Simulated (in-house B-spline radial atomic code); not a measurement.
Atomic self-consistent-field run: the silicon ion Si⁺ (an excited or competing configuration). Level of theory: scalar-relativistic (X2C) HSE06, spin-polarised, spherical fractional occupations, Fermi nucleus of rms radius 3.1224 fm; calculated with a radial B-spline atomic code at the basis-set limit.

In the input, 3d5,1 would mean five up and one down electron.

Command:
```bash
python run_scf.py task.json out
```
Settings (nuclear radius in fm, mass in u):
```
Z                14
configuration    1s2 2s2 2p6 3s1,0 3p0,1 4f1,0
hamiltonian      x2c
method           hse06
spin_polarised   True
nucleus          fermi
rms_radius       3.1224
atomic_mass      27.97693
speed_of_light   137.035999084
```

Output (hartree, bohr):
```
 radial grid: 83 intervals, B-splines of order 8, outer radius 60 bohr

 iter        energy (Eh)    residual
    1        -288.172926    2.17e-01
    2        -288.698064    7.46e-02
    3        -288.788060    1.92e-02
    4        -288.795167    4.57e-03
    5        -288.795741    2.64e-03
    6        -288.795856    1.05e-04
    7        -288.795857    1.59e-05
    8        -288.795857    3.49e-06
    9        -288.795857    5.86e-07
   10        -288.795857    1.22e-07

 total energy                      -288.79586
 kinetic                             289.6268
 electron-nucleus                   -681.4448
 Hartree                             123.2153
 exact exchange                       -4.7397
 exchange-correlation                -15.4534

 orbital      occ     eigenvalue          <r>       <r^2>       <1/r>       r_max
 1s up      1.000       -67.1859     0.111043   0.0166184     13.7021     0.07243
 1s down    1.000       -67.1822     0.111058    0.016623     13.7004     0.07243
 2s up      1.000        -6.1048     0.564952    0.380963     2.59644      0.4535
 2s down    1.000        -6.0953     0.565351    0.381531     2.59455      0.4537
 2p up      3.000        -4.4102     0.535494    0.360991     2.46454      0.3882
 2p down    3.000        -4.4088     0.534687    0.359687     2.46712       0.388
 3s up      1.000        -0.9818      1.93689      4.2919    0.700387        1.68
 3p down    1.000        -0.6325      2.27704     6.01069    0.583707       1.938
 4f up      1.000        -0.0938      8.71308       83.87    0.128535       7.993
```

Cost of the run: 0.52 s on 1 thread of Intel(R) Xeon(R) Platinum 8488C (shared host).

Caution: exact exchange at fractional occupations of open shells leaves self-interaction of up to several eV.
